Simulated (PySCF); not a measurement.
# Si: excitation energy

Si [Ne] 3s2 3p2 (3P) → Si [Ne] 3s1 3p2 3d1 (high-spin determinant), as a difference of total energies. Computed with PySCF 2.14 in aug-cc-pwCVTZ (8s7p5d3f, 75 functions), with the non-relativistic Hamiltonian (point nucleus). Correlated levels: valence and next inner shell: 1s2 frozen. The calculations carry no spin-orbit coupling.

| method | excitation energy (eV) |
| --- | --- |
| UHF | 10.218 |
| MP2 (valence and next inner shell) | 11.439 |
| SCS-MP2 (valence and next inner shell) | 11.819 |
| CCSD (valence and next inner shell) | 11.450 |
| CCSD(T) (valence and next inner shell) | 11.431 |

Task: How much does correlation contribute at CCSD(T) (valence and next inner shell)?

Result: 11.431 − (10.218) = 1.213 eV, measured against UHF.

The upper state lies above the first ionisation limit, but in LS coupling its spin forbids autoionisation to the ground ion.

The promoted electron is Rydberg-like, and one or two diffuse shells describe it only roughly, which tends to raise the upper state.

The coupled-cluster amplitudes are large for the upper state (T1 above 0.03 or a double amplitude above 0.15), so a single reference is strained.

The determinant of the upper state mixes LS terms, which raises its energy above the lowest term, most at the Hartree-Fock and MP2 levels.
